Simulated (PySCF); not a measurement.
Electronic structure of Ar⁺ (argon, charge +1) at the B3LYP level

Configuration: [Ne] 3s2 3p5, 2P determinant. All numbers are calculated (PySCF 2.14, the non-relativistic Hamiltonian (point nucleus), in cc-pV(T+d)Z).

* Total energy: -526.9791 hartree
* One-electron energy: -719.4800 hartree
* Hartree (Coulomb) energy: 223.0229 hartree
* Exchange-correlation energy: -30.5219 hartree
* Kinetic energy: 525.65079 hartree
* ⟨S²⟩: 0.7529
* ⟨L²⟩: 2.013
* Sum of ⟨r⟩: 13.80 bohr
* Sum of ⟨r²⟩: 20.25 bohr²
* Traceless quadrupole moment −½Σ⟨3z² − r²⟩ along its main axis: 1.10 e·bohr²
* Density at the nucleus (Gaussians lack the cusp): 3790 bohr⁻³
* Spin density at the nucleus: 0.139 bohr⁻³
* Langevin diamagnetic susceptibility: -16.0 ×10⁻⁶ cm³/mol
* Time after the integrals: 0.42 s of wall time on 1 thread of Neoverse-N1 (shared host)

```csv
shell,electrons,mean orbital energy (eV),spread (eV),"rms radius, mean of both spins (bohr)"
1s α,1,-3146.9,0,0.0998
1s β,1,-3146.7,0,0.0998
2s α,1,-317.28,0,0.453
2s β,1,-317.05,0,0.453
2p α,3,-250.72,0.787,0.420
2p β,3,-250.38,0.152,0.420
3s α,1,-39.513,0,1.48
3s β,1,-37.802,0,1.48
3p α,3,-24.135,1.800,1.70
3p β,2,-23.032,0,1.70
```
